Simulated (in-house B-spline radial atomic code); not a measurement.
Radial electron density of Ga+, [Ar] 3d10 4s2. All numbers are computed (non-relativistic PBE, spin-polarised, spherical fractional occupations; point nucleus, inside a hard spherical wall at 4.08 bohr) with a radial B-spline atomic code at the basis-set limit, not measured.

Columns: r (bohr), 4πr²n(r) (electrons per bohr), bar.

```
 0.00197   0.8813 #
 0.00238    1.254 #
 0.00286    1.758 ##
 0.00345    2.466 ###
 0.00415    3.417 ###
   0.005    4.705 #####
 0.00603     6.42 #######
 0.00726    8.624 #########
 0.00875    11.42 ############
  0.0105    14.76 ###############
  0.0127    18.86 ###################
  0.0153    23.33 ########################
  0.0184    27.91 #############################
  0.0222    32.24 #################################
  0.0267    35.58 ####################################
  0.0322    37.41 ######################################
  0.0388    37.29 ######################################
  0.0467    35.39 ####################################
  0.0563     32.6 #################################
  0.0678    30.51 ###############################
  0.0817    30.74 ###############################
  0.0984    33.97 ###################################
   0.119    39.16 ########################################
   0.143    43.08 ############################################
   0.172    42.83 ############################################
   0.207    37.37 ######################################
    0.25    28.94 ##############################
   0.301    22.55 #######################
   0.362    21.26 ######################
   0.437    24.08 #########################
   0.526    26.56 ###########################
   0.634    25.15 ##########################
   0.763    19.87 ####################
    0.92    13.23 ##############
    1.11     7.81 ########
    1.33    4.608 #####
    1.61    2.873 ###
    1.94    1.954 ##
    2.33    1.256 #
    2.81   0.6223 #
    3.39    0.169 
    4.04 0.0005377
```

On this grid the curve has 3 maxima, near 0.0322, 0.143, 0.526 bohr.

The 3d down radial function P(r) = rR(r), positive near the nucleus:

```tsv
r (bohr)	P
0.0153	0.001125
0.0222	0.00321
0.0322	0.008881
0.0467	0.02358
0.0678	0.05937
0.0984	0.1384
0.143	0.2919
0.207	0.5354
0.301	0.8357
0.437	1.063
0.634	1.071
0.92	0.8478
1.33	0.5325
1.94	0.2536
2.81	0.08317
4.04	0.001765
```
